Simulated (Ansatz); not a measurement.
Ansatz (an electronic-structure program) input:

Ansatz 0.2 input:
```yaml
crystal:
  periodic: [false, false, false]
  atoms:
    - {symbol: Si, position_ang: [0.11951777, 0.45746951, -0.52751288]}
    - {symbol: C, position_ang: [1.65438083, -0.48082719, -0.14285023]}
    - {symbol: C, position_ang: [-1.35758093, -0.08821861, 0.53593520]}
    - {symbol: F, position_ang: [0.41428250, 2.00980759, -0.17433903]}
    - {symbol: H, position_ang: [-0.23701198, 0.49350903, -1.94504199]}
    - {symbol: H, position_ang: [2.56973844, 0.00793895, 0.14016166]}
    - {symbol: H, position_ang: [1.71280818, -1.55228851, -0.20297533]}
    - {symbol: H, position_ang: [-2.22604283, 0.53339069, 0.33744712]}
    - {symbol: H, position_ang: [-1.63043998, -1.11740419, 0.32623787]}
    - {symbol: H, position_ang: [-1.13225763, -0.01303709, 1.59614155]}
basis:
  gaussian:
    orbitals: def2-TZVP
hamiltonian:
  xc: b3lyp
  dispersion: d3bj
magnetization: {spin_polarized: true, initial_magnetization: 1}
relax: {f_tol: 0.002, max_steps: 150}
```

Predict the final energy.

-469.30537 Eh (B3LYP-D3(BJ)/def2-TZVP). The basis has 166 functions.

It need not be the lowest isomer of its formula.
